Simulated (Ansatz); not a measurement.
Stepwise reaction of `N[Si](N)(O)O` with hydrogen fluoride, as a gas-phase model of exchange steps in deposition or etching. ΔE in kJ/mol; ΔG adds harmonic PBE0-D4 terms to CCSD(T)/CBS, at 1 bar.

Gas-phase electronic energies from Ansatz, PBE0-D4/def2-TZVP geometries. CBS: MP2 limit from def2 TZ/QZ plus the TZ coupled-cluster correction, frozen cores. This one scheme is used for every species. Functionals use def2-TZVPP. B3LYP here is the variant with VWN-RPA as its local correlation; programs differ in this. Each species was taken in one conformer, which may not be the lowest.

```csv
step,reaction,PBE-D4,B3LYP-D4,ωB97M-V,CCSD(T)/CBS,ΔG(600 K)
1,`N[Si](N)(O)O` + H–F → `N[Si](N)(O)F` + H₂O,-48.4,-50.9,-50.5,-49.8,-45.6
```

Problem. Give the row of step 2, `N[Si](N)(O)F` + H–F → `N[Si](N)(F)F` + H₂O. (An estimate is asked.)

Solution. Ansatz gave: 
```csv
step,reaction,PBE-D4,B3LYP-D4,ωB97M-V,CCSD(T)/CBS,ΔG(600 K)
2,`N[Si](N)(O)F` + H–F → `N[Si](N)(F)F` + H₂O,-43.9,-46.2,-46.0,-45.6,-42.7
```

Problem. By hand: ΔE of the 2 steps together at CCSD(T)/CBS.

Solution. (-49.8) + (-45.6) = -95.4 kJ/mol, or -47.7 kJ/mol a step.

In ΔE the steps differ by no more than 4.2 kJ/mol. All are downhill at CCSD(T)/CBS. ΔG lies between -45.6 and -42.7 kJ/mol a step. PBE-D4 differs from CCSD(T)/CBS by 1.4 to 1.7 kJ/mol a step. Isolated molecules leave out the surface, adducts and barriers. Largest T1 diagnostic: 0.010.
